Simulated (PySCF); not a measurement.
F2HIOSi. Atoms are numbered in the order given.

```xyz
6

O      1.5382     1.7145     0.0000
Si     0.0001     1.1805     0.0000
F     -0.8026     1.7354     1.2759
F     -0.8026     1.7354    -1.2759
I      0.0084    -1.2103     0.0000
H      1.6919     2.6657     0.0000
```

Coordinates come from a PBE0-D3(BJ)/def2-SVP optimisation. The structure was generated by enumeration, and PubChem lists no compound with its InChIKey, so it may never have been made. The def2 effective core potentials stand for the cores of I; spin–orbit coupling is left out. One conformer was computed; it need not be the lowest.

All values below come from TDA-PBE/def2-SVPD (PySCF).

Vertical excitations. Gas-phase values at a fixed geometry. State labels are in the subgroup Cs.

Computed lowest excited states:
```tsv
state	symmetry	energy (eV)	λ (nm)	f	main pairs
S1	A"	5.56	223	0.011	HOMO→LUMO 99 %
S2	A'	5.56	223	0.015	HOMO−1→LUMO 99 %
S3	A"	6.66	186	0.000	HOMO→LUMO+1 98 %
S4	A'	6.69	185	0.008	HOMO−1→LUMO+1 96 %
S5	A"	7.19	172	0.005	HOMO−2→LUMO 98 %
S6	A"	7.24	171	0.023	HOMO→LUMO+2 95 %
S7	A'	7.32	169	0.026	HOMO−1→LUMO+2 74 %, HOMO→LUMO+3 23 %
S8	A"	7.34	169	0.001	HOMO−1→LUMO+3 97 %
S9	A'	7.51	165	0.034	HOMO→LUMO+3 44 %, HOMO−3→LUMO 21 %, HOMO−1→LUMO+4 18 %, HOMO−1→LUMO+2 15 %
S10	A"	7.64	162	0.096	HOMO→LUMO+4 96 %
T1	A"	5.13	242	0	HOMO→LUMO 99 %
T2	A'	5.13	242	0	HOMO−1→LUMO 99 %
T3	A'	6.46	192	0	HOMO−1→LUMO+1 94 %
T4	A"	6.50	191	0	HOMO→LUMO+1 98 %
```
Triplets are in the Tamm–Dancoff approximation.
